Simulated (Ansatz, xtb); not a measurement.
**BH6NSe: 3 structures ranked**

3 gas-phase structures of BH6NSe, found in a search over its isomers (lower ones may exist). Each was relaxed with GFN2-xTB:

A. `[NH3+][BH2-][SeH]`, a singlet
B. `[BH3-][SeH+]N`, a singlet
C. `[BH3-][NH2+][SeH]`, a singlet

**Question.** Estimate their order in r2SCAN-D4/def2-SVP//GFN2-xTB energy at these geometries, lowest first.

**Answer.** Calculated order at r2SCAN-D4/def2-SVP//GFN2-xTB: A (0.0), C (40.7), B (51.0) kcal/mol.

Energies above the lowest of each column, in kcal/mol; the last columns are at r2SCAN-D4/def2-SVP geometries:

```tsv
structure	GFN2-xTB	HF/STO-3G	r2SCAN-D4/def2-SVP//GFN2-xTB	r2SCAN-D4/def2-SVP	CCSD(T)/def2-TZVP
A	0.0	0.0	0.0	0.0	0.0
C	26.3	28.3	40.7	41.0	38.9
B	27.0	52.8	51.0	51.4	48.6
```

Every level run on A puts it lowest or level with the lowest. Some further structures that were screened fall inside this span and aren't listed. Flexible structures stand in one conformer each, not always the lowest.

Programs: Ansatz 0.2.0, xtb 6.7.1.
